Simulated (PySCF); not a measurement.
## How methods differ on the ionisation energy of Sn²⁹⁺

Sn²⁹⁺ [Ar] 3d3 (4F) → Sn³⁰⁺ [Ar] 3d2 (3F), as a difference of total energies. All numbers are calculated (PySCF 2.14, the non-relativistic Hamiltonian (point nucleus), in an even-tempered Gaussian basis (17 s from 3.9 bohr⁻², ratio 2.5; 11 p from 5 bohr⁻², ratio 2.5; 8 d from 5 bohr⁻², ratio 2.5; 4 f from 19 bohr⁻², ratio 2.7; 3 g from 29 bohr⁻², ratio 2.7)). Correlated levels: outer shells: [Ne] frozen; virtual orbitals above 40 to 60 times the deepest correlated orbital energy dropped. The calculations carry no spin-orbit coupling.

| method | ionisation energy (eV) |
| --- | --- |
| UHF | 1677.5 |
| LDA | 1677.6 |
| PBE | 1677.5 |
| PBE0 | 1677.9 |
| r2SCAN | 1678.8 |
| TPSSh | 1676.6 |
| PW91 | 1677.9 |
| MP2 (outer shells) | 1677.6 |
| SCS-MP2 (outer shells) | 1677.3 |

A first-order spin-orbit estimate (lowest level to lowest level, LS coupling) adds -0.246 eV.

All relativistic terms are absent from these numbers, so their closeness to the reference says little about the methods.

For comparison: 1676 ± 4 eV (theoretical estimate listed by NIST; NIST Atomic Spectra Database, ionization energies).
